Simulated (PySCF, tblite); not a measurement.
Isomers of C6H9BGeO. All values are computed: GFN2-xTB (tblite) harmonic vibrations without scaling, gas phase. Errors from tens to a few hundred cm⁻¹ against measured bands are possible. Modes of hydrogen on boron and germanium can be 10 to 20 % off. One conformer each.

Electronic energies: PBE0-D3(BJ)/def2-SVP at its own geometries (PySCF, gas phase).

```
               SMILES  electronic energy, lowest = 0 (kcal/mol)
[GeH3][O]C1=CC=CC=CB1                                      34.6
[GeH3][O]B1C=CC=CC=C1                                       0.0
[GeH3][O]C1=CC=CBC=C1                                      38.1
[GeH3][O]C1=CBC=CC=C1                                      34.9
```

Task: How do GFN2-xTB zero-point energies change the relative energies?

Result: 
```csv
SMILES,ZPE (kcal/mol),of it from modes above 1550 cm⁻¹,electronic (kcal/mol),"with ZPE, lowest = 0 (kcal/mol)",lowest mode (cm⁻¹),rings
[GeH3][O]B1C=CC=CC=C1,79.4,38.9,0.0,0.0,17,1
[GeH3][O]C1=CC=CC=CB1,78.7,38.3,34.6,33.9,58,1
[GeH3][O]C1=CBC=CC=C1,78.6,38.4,34.9,34.2,50,1
[GeH3][O]C1=CC=CBC=C1,78.5,38.3,38.1,37.2,47,1
```

The zero-point energies span 0.9 kcal/mol, from `[GeH3][O]C1=CC=CBC=C1` to `[GeH3][O]B1C=CC=CC=C1`. The order is unchanged.

Task: And how do the electronic energies of GFN2-xTB itself compare?

Result: `[GeH3][O]B1C=CC=CC=C1` 0.0; `[GeH3][O]C1=CC=CC=CB1` 19.8; `[GeH3][O]C1=CBC=CC=C1` 20.0; `[GeH3][O]C1=CC=CBC=C1` 21.9 kcal/mol, lowest = 0. Against the energies above, taken from the same isomer `[GeH3][O]B1C=CC=CC=C1`, the largest difference is 16.2 kcal/mol. The two levels were optimised apart and needn't hold the same conformer.

Task: What do entropy and thermal enthalpy add at 298.15 K and 1 bar (rigid rotor, harmonic oscillator, one conformer each)?

Result: 
```
               SMILES  point group  symmetry number  S (cal/(mol K))  H − H(0) (kcal/mol)  ZPE + H − H(0) − TS (kcal/mol)
[GeH3][O]C1=CC=CC=CB1           Cs                1             98.9                 6.83                            56.1
[GeH3][O]C1=CBC=CC=C1           Cs                1             99.2                 6.85                            55.9
[GeH3][O]C1=CC=CBC=C1           Cs                1             99.6                 6.89                            55.7
```

Not tabulated: `[GeH3][O]B1C=CC=CC=C1` (lowest mode only 17 cm⁻¹).
